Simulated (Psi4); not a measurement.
O2, charge -1, doublet, geometry from GFN2-xTB (a state made from the parent by changing its charge; the spin is typed, not shown lowest) (a gas-phase anion, which may not be bound at this level), atoms displaced at random by about 0.1 Å a coordinate. Base run: B3LYP/3-21G in Psi4.

Psi4 was given this input:
```
memory 2 GB

molecule mol {
-1 2
  O     0.009896    0.108486   -0.759299
  O     0.041647    0.102834    0.662186
}

set basis 3-21g
set reference uks

optimize('b3lyp')
print_variables()
```

Variants of this job, named by their change:

```json
[
 {"change": "base", "ΔE vs base (µEh)": "0.0", "optimiser steps": "2"},
 {"change": "opt_coordinates = both", "ΔE vs base (µEh)": "0.0", "optimiser steps": "3"},
 {"change": "intrafrag_hess = lindh", "ΔE vs base (µEh)": "0.0", "optimiser steps": "3"},
 {"change": "g_convergence = turbomole", "ΔE vs base (µEh)": "0.0", "optimiser steps": "3"},
 {"change": "step_type = nr", "ΔE vs base (µEh)": "0.0", "optimiser steps": "2"},
 {"change": "opt_coordinates = cartesian", "ΔE vs base (µEh)": "0.0", "optimiser steps": "4"},
 {"change": "g_convergence = nwchem_loose", "ΔE vs base (µEh)": "0.0", "optimiser steps": "2"}
]
```

Open shells are given as the SCF converged; they aren't shown to be the lowest states, and a large step between rows can be another state.

A gas-phase anion may not be bound at this level; its values then depend on the basis.
